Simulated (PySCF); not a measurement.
Gas-phase reaction: 4 GaBr3 + O2 = 2 Ga2O + 6 Br2

Method: PySCF energies plus ideal-gas RRHO corrections (1 bar). † marks an energy on the PBE0/def2-TZVP geometry and frequencies; other levels use their own. CCSD(T) freezes the core. Open shells (unrestricted): O2 (multiplicity 3); the rest are closed-shell singlets. Br, Ga: all electrons, no relativistic terms. CCSD(T) isn't extrapolated to the basis-set limit.

| level | ΔH°(298 K), kJ |
|---|---|
| CCSD(T)/def2-SVP† | 1400 |
| CCSD(T)/def2-TZVPP† | ? |
| M06-2X/def2-TZVP† | 1348 |
| PBE/def2-TZVP† | 1173 |
| PBE0/def2-TZVP | ? |
| r2SCAN/def2-TZVP† | 1371 |
| LDA/def2-TZVP† | ? |
| ωB97M-V/def2-TZVP† | ? |

Task: Fill in the missing entries.

Result: 
- CCSD(T)/def2-TZVPP†, ΔH°(298 K), kJ: 1350
- PBE0/def2-TZVP, ΔH°(298 K), kJ: 1310
- LDA/def2-TZVP†, ΔH°(298 K), kJ: 1259
- ωB97M-V/def2-TZVP†, ΔH°(298 K), kJ: 1258
